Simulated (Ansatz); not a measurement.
Input file for C2H4SSeSi, SMILES `SC1=C[Se][SiH2]1`:

```yaml
crystal:
  periodic: [false, false, false]
  atoms:
    - {symbol: S, position_ang: [0.451262, 2.205166, -0.207432]}
    - {symbol: C, position_ang: [0.308567, 0.465921, -0.174152]}
    - {symbol: C, position_ang: [1.238396, -0.392843, -0.621762]}
    - {symbol: Se, position_ang: [0.747995, -2.220512, -0.230928]}
    - {symbol: Si, position_ang: [-0.838852, -0.775903, 0.593205]}
    - {symbol: H, position_ang: [-0.858683, 2.476898, -0.320965]}
    - {symbol: H, position_ang: [2.175657, -0.169208, -1.123461]}
    - {symbol: H, position_ang: [-2.192579, -0.898213, -0.003601]}
    - {symbol: H, position_ang: [-0.943263, -0.737606, 2.071997]}
basis:
  gaussian: {orbitals: def2-SVP}
correlation: {method: ccsd_t}
```

```sh
$ ansatz run in.yaml --threads 4 --pin off --events-out ev --progress --plain --max-ram 10444MiB
```

Log, shortened:

```
Functional definition: HF
1131 factors; integrals over basis functions are off by at most 1.4e-3 eV
mean field evaluation 1: about -86088.6076 eV, gradient 2.1e1 eV
mean field evaluation 2: about -86088.6558 eV, gradient 2.1e1 eV
mean field evaluation 4: about -86090.5761 eV, gradient 3.7e0 eV
mean field evaluation 8: about -86090.6303 eV, gradient 6.8e-4 eV
mean field -86090.63033680 eV, -3163.7723105522 hartree, gradient 3.2e-6 eV, S^2 0.000000; 0 other end points of the search recorded, 0 dependent functions left out; unrestricted orbitals would lower it
21 core orbitals not correlated: weight in the atoms' cores, before any rotation towards them, 1.000 or more for the frozen orbitals, at most 0.000 for the correlated occupied ones
reference -86090.63033680 eV, -3163.7723105522 hartree; 19, 19 occupied and 76, 76 virtual orbitals, 1131 factors
second order -19.55613301 eV of doubles, -0.00000000 eV of singles
cycle   1  -19.94853432 eV  change   -3.9e-1 eV  update   1.1e-1
cycle   2  -20.56229109 eV  change   -6.1e-1 eV  update   3.5e-2
cycle   3  -20.67679987 eV  change   -1.1e-1 eV  update   1.7e-2
cycle   4  -20.66971803 eV  change    7.1e-3 eV  update   4.7e-3
cycle   5  -20.67179409 eV  change   -2.1e-3 eV  update   2.2e-3
cycle   6  -20.67178157 eV  change    1.3e-5 eV  update   6.0e-4
cycle   7  -20.67146898 eV  change    3.1e-4 eV  update   2.3e-4
cycle   8  -20.67149500 eV  change   -2.6e-5 eV  update   9.1e-5
cycle   9  -20.67149488 eV  change    1.2e-7 eV  update   3.2e-5
perturbative correction -0.77596542 eV, -0.0285162030 hartree
Total energy: -86112.07779710 eV, -3164.5604901806 hartree
```

It took 7 s on 4 threads of an Intel Xeon Platinum 8259CL on a shared host, with 0.57 GiB of host memory at the peak.

The correlation energy is -21.447 eV, 3.6 % of it from (T); the T1 diagnostic reads 0.0116.
